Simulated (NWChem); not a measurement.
System: TlI; SMILES [I][Tl]

```xyz
2

Tl     0.0000     0.0000    -1.1385
I      0.0000     0.0000     1.7283
```
Atoms are numbered in this order, from 1.

All runs use the structure optimised with PBE0/def2-SVP. def2 effective core potentials on I, Tl; no spin-orbit coupling.

Task: List the 6 lowest vertical singlet excitations and the 6 lowest triplet ones from CAM-B3LYP/def2-SVP with def2 effective core potentials on I, Tl, TDA (NWChem).

Result: 
```json
[
 {"state": "S1", "energy (eV)": "3.85", "oscillator strength": "0.020", "leading excitation (squared amplitude)": "HOMO → LUMO+1 (0.98)"},
 {"state": "S2", "energy (eV)": "3.85", "oscillator strength": "0.020", "leading excitation (squared amplitude)": "HOMO → LUMO (0.98)"},
 {"state": "S3", "energy (eV)": "3.95", "oscillator strength": "0.000", "leading excitation (squared amplitude)": "HOMO−2 → LUMO+1 (0.49)"},
 {"state": "S4", "energy (eV)": "4.01", "oscillator strength": "0.000", "leading excitation (squared amplitude)": "HOMO−2 → LUMO+1 (0.49)"},
 {"state": "S5", "energy (eV)": "4.01", "oscillator strength": "0.000", "leading excitation (squared amplitude)": "HOMO−2 → LUMO (0.49)"},
 {"state": "S6", "energy (eV)": "4.50", "oscillator strength": "0.020", "leading excitation (squared amplitude)": "HOMO−2 → LUMO (0.40)"},
 {"state": "T1", "energy (eV)": "3.35", "oscillator strength": "spin-forbidden", "leading excitation (squared amplitude)": "HOMO → LUMO+1 (0.63)"},
 {"state": "T2", "energy (eV)": "3.35", "oscillator strength": "spin-forbidden", "leading excitation (squared amplitude)": "HOMO → LUMO (0.63)"},
 {"state": "T3", "energy (eV)": "3.75", "oscillator strength": "spin-forbidden", "leading excitation (squared amplitude)": "HOMO−2 → LUMO (0.49)"},
 {"state": "T4", "energy (eV)": "3.84", "oscillator strength": "spin-forbidden", "leading excitation (squared amplitude)": "HOMO−2 → LUMO+1 (0.49)"},
 {"state": "T5", "energy (eV)": "3.84", "oscillator strength": "spin-forbidden", "leading excitation (squared amplitude)": "HOMO−2 → LUMO (0.49)"},
 {"state": "T6", "energy (eV)": "3.95", "oscillator strength": "spin-forbidden", "leading excitation (squared amplitude)": "HOMO−2 → LUMO+1 (0.49)"}
]
```
